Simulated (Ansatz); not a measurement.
A structure drawn as `[F][GeH]([F])[F]`, with this starting geometry:

```xyz
5

F    -1.606   -0.547   -0.504
Ge    0.012   -0.015    0.007
F    -0.029    0.729    1.614
F     0.671    1.093   -1.128
H     0.951   -1.260    0.011
```

Charge 0, multiplicity 1.

(1) Does it keep its bonds when Ansatz relaxes it at PBE-D4/def2-SVP and then PBE0-D4/def2-TZVP?

(2) Give the relaxed structure. (An estimate is asked.)

Atoms count as bonded under 1.1 times the sum of their covalent radii (H–H under 0.85 Å, pairs among N, O and F under 1.55 Å), and a drawn bond as lost past 1.3 times.

Results:

(1) Yes, every drawn bond is still there and no new one forms.

(2) Ansatz gave: 
Z-matrix (Å, degrees):
```
Ge
F 1 1.707
F 1 1.707 2 106.4
F 1 1.707 2 106.4 3 113.1
H 1 1.516 2 112.4 3 -123.4
```
All modes are real.
